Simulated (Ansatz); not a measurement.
C$_{2}$H$_{5}$ClSi$_{2}$ (`C#C[SiH]([SiH3])Cl`), relaxed with RKS PBE-D4/def2-SVP in Ansatz 0.2.0 from a rough embedded geometry. The force threshold is 0.03 eV/Å; the program also tests the step.

Charge 0, multiplicity 1.

Start:

```xyz
10

C    -1.880   -1.992    0.207
C    -1.208   -1.084    0.465
Si   -0.095    0.357    0.849
Si    1.350    0.813   -0.902
Cl   -1.210    1.991    1.358
H    -2.611   -2.818    0.026
H     0.781    0.026    2.071
H     2.225    1.955   -0.616
H     0.498    1.125   -2.157
H     2.150   -0.374   -1.301
```

**Question.** How much energy does the relaxation release, and in how many steps? (Best estimate.)

**Answer.** Computed: 0.43 eV, in 4 steps.

**Question.** Which bonds change most? (Estimate.)

**Answer.** Computed: C1–C2 from 1.158 to 1.229 Å; Si3–Cl5 from 2.043 to 2.092 Å; Si4–H9 from 1.549 to 1.504 Å; Si3–H7 from 1.540 to 1.501 Å.

**Question.** Give the relaxed structure. (Estimate.)

**Answer.** Computed: 
```xyz
10

C    -1.905   -1.998    0.208
C    -1.177   -1.055    0.513
Si   -0.049    0.335    0.903
Si    1.315    0.796   -0.954
Cl   -1.168    2.057    1.303
H    -2.551   -2.827   -0.053
H     0.730   -0.006    2.140
H     2.215    1.960   -0.639
H     0.436    1.144   -2.124
H     2.155   -0.406   -1.296
```
